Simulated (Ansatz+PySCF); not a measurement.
Results of a calculation; reference values are marked as such.
Input for PySCF 2.14.0:

```python
from pyscf import gto, dft

mol = gto.M(atom="""
Co 0.000000 0.000000 0.000000
H 0.000000 0.000000 1.531000
""", basis='def2-svp', charge=0, spin=2)
mf = dft.UKS(mol, xc='pbe0')
mf.init_guess = 'atom'
mf.kernel()
while True:  # follow internal instabilities
    mo, _, stable, _ = mf.stability(return_status=True)
    if stable: break
    mf.kernel(mf.make_rdm1(mo, mf.mo_occ))
print(mf.converged, mf.e_tot, mf.spin_square()[0])
```

The script is written out from the run's settings.

Results

```json
{
  "Converged": "yes",
  "Total energy": "-1382.87182 hartree",
  "Spin squared of the determinant": "2.195"
}
```

Caution: another spin multiplicity may lie lower; the unrestricted determinant is spin contaminated.
